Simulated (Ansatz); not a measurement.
System: sum formula H₂BSeO, charge -1, multiplicity 1. It need not be the lowest isomer of its formula. Whether it binds its extra electron was not tested at this geometry. 
Structure (B3LYP-D3(BJ)/def2-TZVP (Ansatz, an electronic-structure program) minimum search):
```
B
O 1 1.2567
H 1 1.2180 2 133.08
Se 1 2.1934 3 103.30 2 180.00
H 4 1.4727 1 96.61 3 -180.00
```
Charge -1, spin multiplicity 1.

Basis-set convergence of Hartree-Fock and CCSD correlation energies (hartree) with Ansatz. Valence correlation only, unless marked. Spin-orbit coupling is left out. Frozen are the shells of the preceding noble gas and the d and f shells that filled before the atom's block. Non-relativistic.

| basis | functions | E(HF) | E(corr, CCSD) |
|---|---|---|---|
| aug-cc-pVDZ | 100 | -2500.62771 | -0.45048 |
| aug-cc-pVTZ | 197 | ? | ? |

Problem. Some entries are withheld; supply them.

Solution. 
- aug-cc-pVTZ, E(HF): -2500.72649
- aug-cc-pVTZ, E(corr, CCSD): -0.54236
